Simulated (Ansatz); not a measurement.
An input meant for the cluster YF₃ (charge 0, singlet).

```yaml
crystal:
  periodic: [false, false, false]
  atoms:
    - {symbol: Y, position_ang: [-0.019418, 0.055025, 0.145521]}
    - {symbol: F, position_ang: [1.310613, 1.445787, -0.426756]}
    - {symbol: F, position_ang: [0.646094, -1.757987, 0.693963]}
    - {symbol: F, position_ang: [-1.937280, 0.257174, -0.412727]}
basis:
  gaussian: {orbitals: def2-mTZVP, final_grid: {core_spheres: 1, valence_spheres: 1, degree: 5}}
hamiltonian: {xc: {name: PBE}}
output: {forces: true}
```

```sh
$ ansatz run in.yaml --threads 4 --pin off --events-out ev --progress --plain --max-ram 3916MiB
```

It prints (some lines left out):

```
Functional definition: PBE
765 factors; their error is unknown
mean field evaluation 1: about -9187.4491 eV, gradient 7.8e1 eV
mean field evaluation 2: about -8981.5345 eV, gradient 3.4e2 eV
mean field evaluation 4: about -9196.3951 eV, gradient 7.2e0 eV
mean field evaluation 8: about -9196.5076 eV, gradient 2.2e-2 eV
mean field evaluation 16: about -9185.7939 eV, gradient 1.3e1 eV
mean field evaluation 32: about -9186.0340 eV, gradient 4.9e-4 eV
mean field -9186.03281689 eV, -337.5804795039 hartree, gradient 7.6e-5 eV, S^2 0.000000; 0 other end points of the search recorded, 0 dependent functions left out
reference -9186.03294626 eV, -337.5804842584 hartree; 19, 19 occupied and 71, 71 virtual orbitals, 765 factors
Total energy: -9186.03294626 eV, -337.5804842584 hartree
Atom 0 at    -0.019418     0.055025     0.145521 Å, force     6.296514     3.888201    -7.618442 eV/Å
Atom 1 at     1.310613     1.445787    -0.426756 Å, force    -8.823830    -8.558411     5.013663 eV/Å
Atom 2 at     0.646094    -1.757987     0.693963 Å, force    -3.574358     6.108958    -0.770164 eV/Å
Atom 3 at    -1.937280     0.257174    -0.412727 Å, force     6.101674    -1.438748     3.374943 eV/Å
Dipole moment:    -0.048409     0.136366     0.361291 e Å
```

In this input the integration grid is far too coarse. Self-consistency was reached. The result belongs to that input, not to the species as meant.

In the def2 sets Y takes a core potential; there is no spin–orbit coupling.
